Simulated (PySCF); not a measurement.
HFSi, charge -1, doublet, at a GFN2-xTB geometry (a state made from the parent by changing its charge; the spin is typed, not shown lowest). Base run: HF/def2-TZVP run with PySCF.

The PySCF input:
```python
from pyscf import gto, scf, solvent

mol = gto.Mole()
mol.atom = '''
    Si   -0.233021   -0.396633    0.507668
    H    -0.995402   -1.223252   -0.599320
    F     0.473077    0.752901   -0.723115
'''
mol.basis = 'def2-tzvp'
mol.charge = -1
mol.spin = 1
mol.verbose = 3
mol.build()

mf = scf.UHF(mol)
mf.kernel()
mf.analyze()
```

Each row names what was changed in the base input (with any setting that the change needs).

```json
[
 {"change": "base", "ΔE vs base (kJ/mol)": "0.00"},
 {"change": "model = IEF-PCM; solvent = 2-propanol; lebedev_order = 41", "ΔE vs base (kJ/mol)": "-238.2"},
 {"change": "model = IEF-PCM; solvent = 2-propanol; vdw_scale = 1.1", "ΔE vs base (kJ/mol)": "-246.2"},
 {"change": "model = C-PCM; solvent = 2-propanol", "ΔE vs base (kJ/mol)": "-238.1"},
 {"change": "model = IEF-PCM; solvent = 2-propanol", "ΔE vs base (kJ/mol)": "-238.0"},
 {"change": "model = IEF-PCM; solvent = dimethylsulfoxide", "ΔE vs base (kJ/mol)": "-245.8"},
 {"change": "model = IEF-PCM; solvent = 2-propanol; vdw_scale = 1.4", "ΔE vs base (kJ/mol)": "-216.3"},
 {"change": "model = COSMO; solvent = 2-propanol", "ΔE vs base (kJ/mol)": "-232.0"},
 {"change": "model = IEF-PCM; solvent = acetonitrile", "ΔE vs base (kJ/mol)": "-244.1"},
 {"change": "model = IEF-PCM; solvent = 2-propanol; lebedev_order = 11", "ΔE vs base (kJ/mol)": "-235.5"},
 {"change": "model = IEF-PCM; solvent = 2-propanol; r_probe = 0.5", "ΔE vs base (kJ/mol)": "-208.0"},
 {"change": "model = IEF-PCM; solvent = 2-propanol; vdw_scale = 1.0", "ΔE vs base (kJ/mol)": "-249.9"}
]
```

The base is the gas phase, so ΔE is the electrostatic part of solvation at a fixed geometry, without cavity and dispersion terms.

Open shells are given as the SCF converged; they aren't shown to be the lowest states, and a large step between rows can be another state.

The gas-phase anion may not be bound at this level, which the solvent then changes.
